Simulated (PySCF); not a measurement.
**Static response to an electric field**

C₂H₇BNP.
Structure used (PBE0-D3(BJ)/def2-SVP), in Å, numbered top down from 1:
```xyz
12
C2H7BNP angstrom
C      2.3695    0.4865   -0.0605
C      1.0387    0.0167    0.2537
N     -0.0328   -0.3415    0.4798
B     -1.4701   -0.7829    0.7283
P     -2.6719    0.0412   -0.6065
H      2.3365    1.1420   -0.9438
H      2.7791    1.0521    0.7892
H      3.0297   -0.3670   -0.2730
H     -1.4898   -1.9985    0.6193
H     -1.7668   -0.4075    1.8513
H     -1.9166   -0.2354   -1.7922
H     -2.2037    1.3931   -0.5283
```

Level: CAM-B3LYP/def2-SVPD (PySCF), static field, nuclei fixed, core orbitals frozen in the response. The polarisability tensor in these axes (au):

```
x   112.34   6.39   2.81
y     6.39  67.02  -4.45
z     2.81  -4.45  68.86
```

**Question.** What are the eigenvalues, a third of the trace, and Δα (Δα² = ½Σ(αi − αj)² over the three pairs)?

**Answer.** Principal values 62.48, 72.41 and 113.33 au; mean 82.74 au = 12.26 Å³ = 13.64 × 10⁻⁴⁰ C²·m²/J; Δα = 46.68 au (56 % of the mean).

**Question.** What is the dipole moment, and where does it point?

**Answer.** (8.18, 1.82, -0.53) D, 8.39 D in size, pointing from the negative to the positive side. Measured along this direction, the outermost atoms are P5 at the negative end and H8 and H7 at the positive end.

**Question.** Directions of the eigenvectors, and the extent of the frame along each?

**Answer.** Largest value along (0.99, 0.13, 0.05), where the nuclei span 5.61 Å; middle along (0.04, -0.61, 0.79), 3.00 Å; least along (-0.13, 0.78, 0.61), 2.08 Å. The response follows the extents in order.

**Question.** Give the eigenvalues of the traceless quadrupole moment Θ = ½Σq(3rr − r²1), origin at the centre of nuclear charge.

**Answer.** -6.53, -1.56, 8.09 D·Å. The values depend on the origin, since the dipole doesn't vanish. The electronic extent ⟨r²⟩ about the same centre is 845 bohr², a root-mean-square distance of 2.27 Å for the 46 electrons.

**Question.** Find the Langevin capture rate constant for H3+ (3.023 u) meeting this molecule (87.041 u), k = 2.342 × 10⁻⁹ cm³/s × √(α in Å³ / reduced mass in u).

**Answer.** The reduced mass is 2.92 u, so k = 4.80 × 10⁻⁹ cm³/s. The formula leaves out the permanent dipole, which adds to the capture rate.

**Question.** Orientational against electronic polarisability at 273 K (dilute gas, rigid molecules)?

**Answer.** In Gaussian units μ²/3kT = 623.13 Å³ against 12.26 Å³, a ratio of 50.82; the Debye molar polarisation (4π/3)N_A(α + μ²/3kT) is 1602.8 cm³/mol, leaving out the vibrational part.

**Question.** Sum over states: ᾱ = Σ f/ω², ω in Eh. What share falls to these 10 lowest TDDFT singlets (eV, f)? 4.93, 0.0010; 5.17, 0.2087; 5.61, 0.0330; 6.18, 0.0022; 6.32, 0.0023; 6.50, 0.0001; 6.51, 0.0171; 6.59, 0.0311; 6.96, 0.2631; 7.08, 0.1275.

**Answer.** They add up to 13.40 au, 16.2 % of the 82.74 au; the largest single term is 5.77 au, from the state at 5.17 eV. Terms in order: 0.03, 5.77, 0.78, 0.04, 0.04, 0.00, 0.30, 0.53, 4.02, 1.88 au. Higher excitations give the rest. The strengths listed sum to 0.686.

One conformer (not necessarily the lowest) at the PBE0-D3(BJ)/def2-SVP geometry, without solvent, vibrations or thermal averaging.
